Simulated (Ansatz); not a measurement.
def2 core potentials replace the inner electrons of Te.

Species: CH4OTe, SMILES `C[Te]O` (C–Te–O–H torsion 91°) (charge 0, multiplicity 1), formula CH4OTe.

### Question
How many basis functions does frozen-core CCSD(T)/def2-TZVPP // B3LYP-D3(BJ)/def2-SVP (Ansatz, a program for electronic structure) use, how many core orbitals are frozen, and how many electrons are correlated?

### Answer
168 basis functions and 6 frozen orbitals, which leaves 30 correlated electrons (filled d shells below the valence shell are correlated). Core time is of the order of minutes.
